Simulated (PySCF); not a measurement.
Harmonic spectrum computed at PBE0 in the def2-TZVP basis family (core potentials from Rb on, PySCF, no spin–orbit coupling):

```json
{"symmetry": "a1", "ω (cm⁻¹)": "345", "IR (km/mol)": "334"}
{"symmetry": "b2", "ω (cm⁻¹)": "1165", "IR (km/mol)": "954"}
{"symmetry": "a1", "ω (cm⁻¹)": "1227", "IR (km/mol)": "133"}
```

Problem. Which molecule gave it? In each, all ligands are bound to the one heavy central atom.
A. ScH₂ (doublet)
B. CH₂ (triplet)
C. YH₂ (doublet)
D. SrH₂ (singlet)

Solution. D. It has C2v symmetry with Sr–H 2.159 Å (×2).
